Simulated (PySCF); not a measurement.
Simulation results for C2H5BO

Computed with PySCF 2.14.0. Calculation on a computer-drawn molecule: the log of a Hartree-Fock and frozen-core CCSD(T) single point meant for a local Hartree-Fock minimum, with one planted fault or none, to be diagnosed. Offsets are logged minus clean, where the clean run is the same molecule without the fault. The reference is restricted for singlets and unrestricted otherwise, and also for a bond in bohr or an excited solution. Adding or removing an electron swaps singlet and doublet. The excited solution moves the top pair (singlet) or top alpha electron (doublet) to the lowest empty orbital. Highest occupied and lowest empty are orbital energies over both spins, largest force is the largest gradient component, triples share is (T) over the correlation energy, the T1 limit is 0.02 restricted and 0.045 unrestricted, electrons count all cores, a negative frequency is imaginary (commonest isotopes), and the dipole is about the centre of nuclear charge.

```json
{"formula": "C2H5BO", "logged_structure": {"atoms_angstrom": [["B", -1.131, -0.1414, -1.2315], ["C", -0.829, -1.0222, -0.207], ["C", 0.5074, -1.2451, 0.4582], ["O", 0.4681, -1.0052, 1.8389], ["H", -1.4044, 0.5942, -2.1075], ["H", -1.6494, -1.625, 0.1815], ["H", 1.2805, -0.6349, -0.0205], ["H", 0.8105, -2.2864, 0.3494], ["H", 0.1122, -0.1403, 1.9817]]}, "given": {"meant_charge": 0, "meant_multiplicity": 1, "meant_basis": "cc-pVDZ", "logged_electrons": 29, "logged_basis_functions": 81, "logged_SCF_converged": "yes", "logged_spin_squared": 0.7565, "logged_highest_occupied [eV]": -17.456, "logged_lowest_empty [eV]": -6.652, "logged_largest_force [hartree/bohr]": 0.054371, "logged_T1_diagnostic": 0.025338, "logged_D1_diagnostic": 0.14799, "logged_triples_share": 0.02701, "logged_CC_converged": "yes", "logged_dipole_magnitude [debye]": 7.3693, "logged_SCF_stable_within_its_kind": "yes", "logged_energy_HF [hartree]": -177.83993, "logged_energy_CCSD(T) [hartree]": -178.38712, "possible_faults": "no fault, one electron removed, one electron added, multiplicity raised by two, geometry at a saddle point, SCF held on an excited solution, minimal basis STO-3G, one bond length entered in bohr, all coordinates scaled", "drawn_bonds_atom": [1, 2, 3, 1, 2, 3, 3, 4], "drawn_bonds_other_atom": [2, 3, 4, 5, 6, 7, 8, 9], "drawn_bonds_order": [2, 1, 1, 1, 1, 1, 1, 1]}, "results": {"planted_fault": "one electron removed", "HF_energy_offset_from_clean_run [kcal/mol]": 177.6, "CCSD(T)_energy_offset_from_clean_run [kcal/mol]": 205.4}}
```
